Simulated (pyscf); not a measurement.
H₂B–PH–SiH₃ (SMILES BP[SiH3]), singlet

Gas-phase minimum from PySCF at ωB97X-D3(BJ)/def2-SVP, one conformer. 

```
P
H 1 1.4165
B 1 1.8602 2 105.52
H 3 1.2061 1 120.80 2 -30.47
H 3 1.2077 4 120.55 1 173.57
Si 1 2.2358 2 104.00 3 108.86
H 6 1.4890 1 105.93 2 -171.61
H 6 1.4898 7 110.02 1 117.96
H 6 1.4909 7 109.60 8 119.43
```
Charge 0, spin multiplicity 1.

Properties at ωB97X-D3(BJ)/def2-SVP:

- Harmonic wavenumbers, unscaled: 99, 130, 311, 478, 522, 553, 608, 717, 798, 869, 922, 944, 956, 973, 1186, 2254, 2265, 2274, 2495, 2595, 2704 cm⁻¹
- Zero-point energy: 35.2 kcal/mol
- Rotational symmetry number: 1
- Entropy of this conformer at 298 K and 1 atm, rigid rotor and harmonic oscillator, modes under 100 cm⁻¹ raised to 100: 314.3 J/(mol K)
- Dipole moment: 0.89 D

Single-point totals, which compare only within one level (frozen core for MP2 and CC):

```
level                   total energy (hartree)
----------------------  ----------------------
ωB97X-D3(BJ)/def2-TZVP              -659.38696
PBE/def2-TZVP                       -658.94096
r²SCAN/def2-TZVP                    -659.23240
B3LYP-D3(BJ)/def2-TZVP              -659.37354
PBE0-D3(BJ)/def2-TZVP               -659.01950
M06-2X/def2-TZVP                    -659.24262
ωB97M-D3(BJ)/def2-TZVP              -659.40009
HF/def2-TZVPP                       -657.86279
MP2/def2-TZVPP                      -658.25188
CCSD/def2-TZVPP                     -658.30777
CCSD(T)/def2-TZVPP                  -658.32555
```

Soft torsions are taken as harmonic, which can shift the entropy by several J/(mol K). The CCSD(T) − MP2 part came from Ansatz, without density fitting, on the same reference.
